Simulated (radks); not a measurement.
Values are calculated unless marked as measured or tabulated.
O, configuration [He] 2s2 2p3 4p1 (not the ground configuration).

Code: a radial shooting solver on a logarithmic mesh with Libxc functionals. Model: Dirac Kohn-Sham, LDA (Slater exchange, Perdew-Wang correlation), spin-unpolarised, spherical densities, finite nucleus; open shells are shared between the two j in proportion to 2j + 1; Fermi nuclear charge, rms radius 2.6991 fm.

Energy parts (hartree):
part                      energy
total                  -73.97093
kinetic                 73.75528
electron-nucleus      -172.75713
Hartree                 32.39583
exchange-correlation    -7.36491

Orbitals (lengths in bohr, moments of r in powers of bohr):
orbital      occ.  eigenvalue (hartree)   <1/r>
1s1/2           2             -19.37251   7.594
2s1/2           2              -1.35526   1.336
2p1/2           1              -0.81233   1.213
2p3/2           2              -0.81071   1.211
4p1/2    0.333333              -0.03158  0.1003
4p3/2    0.666667              -0.03156  0.1003

The highest occupied level is 4p3/2 at -0.859 eV. The electron density at the nucleus is 318.5 e/bohr^3.
